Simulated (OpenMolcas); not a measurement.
## Tm3+: moving or changing the point charges

Tm3+ among 2 point charges of -1.5 e arranged as a linear pair (D∞h), 2.48 Å from the ion.

| Item | Value |
| --- | --- |
| Program | OpenMolcas |
| Method | CASSCF |
| Basis | ANO-RCC-VTZP [8s7p5d3f2g1h] |
| Scalar Hamiltonian | DKH2, point nucleus |
| Active space | 12 electrons in 7 orbitals (4f) |
| State averaging | 2S+1 = 3 even, 21 roots; 2S+1 = 1 even, 27 roots kept (CI in the orbitals of an earlier block) |
| Spin-orbit coupling | RASSI with atomic mean-field integrals over the reference wave functions |

Runs around this geometry, states (labels by Λ). Energies in cm-1 above the lowest state or level, χT in cm3 K/mol.

| R (Å) | Ground state | First state of that spin | First gap with spin-orbit (degeneracies) | Width of lowest J | χT at 300 K |
| --- | --- | --- | --- | --- | --- |
| 2.48 | 3Σ | 3Π 71.0 | 50.7 (1, 2) | 2188 | 6.863 |
| 2.64 | 3Σ | 3Π 60.5 | 42.8 (1, 2) | 1804 | 6.917 |
| 2.84 | 3Σ | 3Π 49.9 | 35.0 (1, 2) | 1441 | 6.970 |

Taking the width of the lowest J multiplet as R^-n, n = -ln(1441 / 2188) / ln(2.84 / 2.48) = 3.1 between the shortest and longest distance.

Point charges carry no covalency, so the field is a model and not that of real ligands. No measured value stands beside these numbers.
